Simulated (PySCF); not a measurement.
Ga₂O was optimised in PySCF in the def2-TZVP basis family (density fitting, no spin–orbit coupling) with several functionals.

One of them gave a singlet of D∞h symmetry with a mean bond of 1.801 Å to O, wavenumbers 66 (×2), 298, 848 cm⁻¹ and a HOMO–LUMO gap of 5.26 eV.

Question: Which level of theory was it?
A. B3LYP
B. PBE0
C. PBE

Answer: B. That is PBE0, with O–Ga 1.801 Å (×2). The others give B3LYP 1.815 Å and 825 cm⁻¹ for the highest mode; PBE 1.826 Å and 797 cm⁻¹ for the highest mode.

Only the bonding shown was studied: isomers, or loss of a ligand pair, can lie lower.
